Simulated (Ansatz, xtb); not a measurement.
## Isomers of F2H2Se2Si in order of energy

3 gas-phase structures of F2H2Se2Si, from a drawn sample of its isomers (lower ones may exist). Each was relaxed with GFN2-xTB; where two conformers were screened, the lower at r2SCAN-D4/def2-SVP is listed:

A. `F[SiH](F)[Se][SeH]`, a singlet
B. `F[SiH2][Se][Se]F`, a singlet
C. `F[Si](F)([SeH])[SeH]`, a singlet

Task: Make a reasoned guess at their ranking by r2SCAN-D4/def2-SVP single-point energy.

Result: Calculated order at r2SCAN-D4/def2-SVP: C (0.0), A (16.3), B (74.7) kcal/mol.

Energies above the lowest of each column, in kcal/mol; the last columns are at PBE0-D4/def2-SVP geometries and were run for some of them only (a dash: not run or not comparable):

```csv
structure,GFN2-xTB,HF/STO-3G,r2SCAN-D4/def2-SVP,PBE0-D4/def2-SVP,CCSD(T)/def2-SVP + ΔMP2/def2-TZVPP
C,13.2,0.0,0.0,0.0,0.0
A,0.0,9.1,16.3,14.7,14.0
B,27.3,48.9,74.7,–,–
```

CCSD(T)/def2-SVP + ΔMP2/def2-TZVPP puts C lowest of those it was run on; GFN2-xTB picks A. Flexible structures stand in one conformer each, not always the lowest. Frequencies (GFN2-xTB) were run for A, C alone. ΔMP2 is the change of the MP2 energy from the smaller to the larger basis.

Programs: Ansatz 0.2.0, xtb 6.7.1.
